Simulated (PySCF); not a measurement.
**SrB⁺: frontier orbitals**

PBE0 at R = 2.627 Å; basis Sr def2-SVP with ECP28, B def2-SVP; scalar-relativistic core potentials; PySCF 2.14. State: ³Π (triplet), unpaired electrons σ ↑, π ↑. Only the outer orbitals are listed, counted within each symmetry, core potentials removing the inner ones.

| spin | orbital | occ. | ε (eV) | on Sr (%) | main shells (%) |
| --- | --- | --- | --- | --- | --- |
| α | 2σ | 1 | -50.23 | 100 | 100 Sr s |
| α | 1π | 1 | -30.76 | 100 | 100 Sr p |
| α | 1π | 1 | -30.70 | 100 | 100 Sr p |
| α | 3σ | 1 | -30.55 | 99 | 99 Sr p |
| α | 4σ | 1 | -14.98 | 13 | 87 B s |
| α | 5σ | 1 | -9.48 | 36 | 58 B p, 26 Sr s, 10 Sr d |
| α | 2π | 1 | -9.09 | 26 | 74 B p, 22 Sr d |
| α | 2π | 0 | -6.86 | 41 | 59 B p, 36 Sr d |
| α | 6σ | 0 | -6.71 | 91 | 64 Sr s, 17 Sr d, 9 B p |
| α | 1δ | 0 | -5.35 | 100 | 100 Sr d |
| β | 2σ | 1 | -50.10 | 100 | 100 Sr s |
| β | 1π | 1 | -30.67 | 100 | 100 Sr p |
| β | 1π | 1 | -30.51 | 100 | 100 Sr p |
| β | 3σ | 1 | -30.28 | 99 | 99 Sr p |
| β | 4σ | 1 | -13.10 | 18 | 78 B s |
| β | 5σ | 0 | -6.63 | 93 | 84 Sr s |
| β | 2π | 0 | -6.33 | 48 | 52 B p, 43 Sr d |
| β | 2π | 0 | -5.73 | 63 | 59 Sr d, 37 B p |

Q: Which are the highest filled and the lowest empty level, where do they sit, and how wide is the gap?

A: Highest filled α 2π at -9.09 eV (in %: 74 B p, 22 Sr d); lowest empty α 2π at -6.86 eV (in %: 59 B p, 36 Sr d); the gap at PBE0 is 2.23 eV. Both belong to one degenerate shell, split only by its one-sided filling, so this is no excitation gap.

```json
{
 "bond order (Mayer)": "1.21",
 "⟨S²⟩": "2.004",
 "charge on Sr (Mulliken, basis-dependent)": "1.08",
 "charge on Sr (Löwdin, basis-dependent)": "0.95",
 "dipole moment (positive dipole points towards B; it is taken about the centre of mass and depends on that origin)": "-4.97 D",
 "polarisability along the bond": "121.9 bohr³",
 "polarisability across the bond": "40.3 bohr³"
}
```

Spin–orbit coupling is left out. The state is the lowest determinant that a PBE0 search found; another state may lie lower at other levels.
